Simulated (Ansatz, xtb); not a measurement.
Two isomers of C5H5ClN2

Structure I: `Cc1nccc(Cl)n1`, a singlet. Structure II: `Cc1cnc(Cl)nc1`, a singlet. Both are isolated molecules in the gas phase, relaxed with B3LYP/def2-SVP.

I (Å):

```xyz
13

C     0.3611    2.4864    1.9346
C    -0.2738    1.1465    1.6947
C    -1.3127   -0.3219    0.2941
C    -1.4027   -1.2747    1.3053
C    -0.8641   -0.8818    2.5371
Cl   -0.9183   -1.9947    3.8856
N    -0.7559    0.8797    0.4770
N    -0.3123    0.2946    2.7368
H    -0.1467    3.0036    2.7641
H     1.4127    2.3574    2.2373
H     0.3114    3.0998    1.0269
H    -1.7073   -0.5369   -0.7060
H    -1.8570   -2.2539    1.1558
```

II (Å):

```yaml
atoms:
  - { symbol: C, position_ang: [0.8110, 1.5487, 2.5126] }
  - { symbol: C, position_ang: [-0.2495, 0.7177, 1.8440] }
  - { symbol: C, position_ang: [-0.3766, 0.6264, 0.4504] }
  - { symbol: C, position_ang: [-2.1113, -0.8026, 0.6512] }
  - { symbol: C, position_ang: [-1.1844, -0.0415, 2.5625] }
  - { symbol: Cl, position_ang: [-3.3152, -1.8000, -0.1245] }
  - { symbol: N, position_ang: [-1.2985, -0.1277, -0.1491] }
  - { symbol: N, position_ang: [-2.1114, -0.7998, 1.9767] }
  - { symbol: H, position_ang: [0.4703, 1.9256, 3.4889] }
  - { symbol: H, position_ang: [1.7261, 0.9578, 2.6906] }
  - { symbol: H, position_ang: [1.0950, 2.4125, 1.8924] }
  - { symbol: H, position_ang: [0.2947, 1.1921, -0.2081] }
  - { symbol: H, position_ang: [-1.1847, -0.0310, 3.6600] }
```

Quicker runs give these differences E(II) − E(I): GFN2-xTB +2.3 kcal/mol; HF/STO-3G +2.5 kcal/mol (at GFN2-xTB geometries); r2SCAN-D4/def2-SVP +3.9 kcal/mol (at GFN2-xTB geometries).

Q: Estimate E(II) − E(I) at the level CCSD(T)/def2-SVP + ΔMP2/def2-TZVPP.

A: Calculated at CCSD(T)/def2-SVP + ΔMP2/def2-TZVPP: E(II) − E(I) = +3.9 kcal/mol, so structure I lies lower.

How the difference moves with the method:

```
                             level        geometry  E(II) − E(I) (kcal/mol)  departure from the last row (kcal/mol)  job, with rough time for the two
                          GFN2-xTB        GFN2-xTB                      +2.3                                    −1.6              optimisation, 0.45 s
                         HF/STO-3G        GFN2-xTB                      +2.5                                    −1.3               single point, 1.9 s
                r2SCAN-D4/def2-SVP        GFN2-xTB                      +3.9                                     0.0                single point, 12 s
                    B3LYP/def2-SVP  B3LYP/def2-SVP                      +3.6                                    −0.2             optimisation, 6.1 min
                       HF/def2-SVP  B3LYP/def2-SVP                      +4.6                                    +0.7           part of the CCSD(T) run
                      MP2/def2-SVP  B3LYP/def2-SVP                      +2.8                                    −1.0           part of the CCSD(T) run
                  CCSD(T)/def2-SVP  B3LYP/def2-SVP                      +3.4                                    −0.5                      single point
CCSD(T)/def2-SVP + ΔMP2/def2-TZVPP  B3LYP/def2-SVP                      +3.9                                                     single point, 3.8 min
```

As drawn, both hold the same kinds of bond in the same numbers.

None of the levels shown reverses the order. The largest departure from CCSD(T)/def2-SVP + ΔMP2/def2-TZVPP is that of GFN2-xTB, 1.6 kcal/mol. A small imaginary or near-zero mode remains, so no thermal terms are given. The last row adds to CCSD(T) the change of the MP2 difference between the two basis sets, here +0.5 kcal/mol.

The correlated steps freeze 12 core orbitals. Codes used: Ansatz 0.2.0, xtb 6.7.1; the last row on 2 threads of Intel(R) Xeon(R) Processor @ 2.50GHz (Skylake/Cascade Lake) on a shared host.
